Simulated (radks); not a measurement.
Q: Coherent X-ray form factor from a spherical all-electron density. All-electron calculation, non-relativistic Kohn-Sham, LDA (Slater exchange, Perdew-Wang correlation), spin-unpolarised, spherical densities, point nucleus. Program: a radial shooting solver on a logarithmic mesh with Libxc functionals.

sin(theta)/lambda (1/angstrom),f0 (electrons)
0.05,21.850
0.1,21.410
0.15,20.709
0.2,19.794
0.25,18.720
0.3,17.543
0.4,15.105
0.5,12.835
0.6,10.931
0.8,8.342
1,6.937
1.25,5.912
1.5,5.101
2,3.619

The species is in the configuration that NIST lists as its ground one. Which atom or ion scatters so?

A: The nickel ion Ni6+, [Ar] 3d4. Extrapolating in s^2 from the first two rows gives f0(0) = 22.0, near the electron count 22; among species with that count, the fall with angle is slower the higher Z, and the table is that of Z = 28; from so few rows the species is fixed only to a neighbour or two.
